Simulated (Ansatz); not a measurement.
Consider the formal exchange of groups at a Ge–C bond: `C[C](=N)[GeH3]` + `NBCF` → `N[B]([GeH3])CF` + `CC=N`.

Calculated with Ansatz (gas phase, PBE0-D4/def2-TZVP geometries, no zero-point term in ΔE). CCSD(T)/CBS is the MP2 limit (def2-TZVPP, def2-QZVPP) plus CCSD(T) − MP2 in def2-TZVPP, frozen cores. Functionals use def2-TZVPP. For Ge outer-core shells are correlated without core-valence functions, which leaves a few kJ/mol of doubt a bond. Scalar relativity is left out up to krypton. One conformer a species, not always the lowest.

```tsv
level	ΔE (kcal/mol)	difference from CCSD(T)/CBS
ωB97X-V	-0.6	-0.2
ωB97M-V	-0.4	0.0
B2PLYP	0.1	0.5
HF/def2-TZVPP	-0.3	0.1
MP2/def2-TZVPP	0.6	1.0
CCSD/def2-TZVPP	-0.7	-0.3
CCSD(T)/def2-TZVPP	-0.4	0.0
MP2/def2-QZVPP	0.6	1.0
SCS-MP2/def2-QZVPP	0.7	1.1
HF/CBS(def2)	-0.1	0.3
CCSD(T)/CBS	-0.4	0
```

Largest T1 diagnostic among the species: 0.012.
